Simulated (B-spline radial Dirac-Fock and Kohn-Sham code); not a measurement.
**Kβ1 (K-M3) energies across the elements Dy to Ir**

Calculated with a radial atomic solver, using relaxed Dirac-Fock hole states (ΔSCF) with Breit and QED corrections and a finite nucleus. Free neutral atoms. Electron correlation is not included.

```
 Z  element  energy (eV)  wavelength (Å)
66       Dy      52107.3         0.23794
67       Ho      53869.5         0.23016
68       Er      55667.5         0.22272
69       Tm      57502.5         0.21562
70       Yb      59373.9         0.20882
71       Lu      61281.4         0.20232
72       Hf      63227.5         0.19609
73       Ta      65212.2         0.19012
74        W      67236.1         0.18440
75       Re      69300.1         0.17891
76       Os      71404.4         0.17364
77       Ir      73550.7         0.16857
```

Problem. How well does Moseley's law, √E linear in Z, describe these energies?

Solution. A straight-line fit gives √(E/eV) = 3.9021·(Z − 7.54). The slope squared is 1.1191 Ry, against 0.8889 Ry for a hydrogen-like ion. The residuals, fit less computed, are Dy -63.6, Ho -30.2, Er -2.1, Tm +19.4, Yb +34.9, Lu +44.8, Hf +46.5, Ta +40.2, W +25.0, Re +0.2, Os -34.4, Ir -80.6 eV.
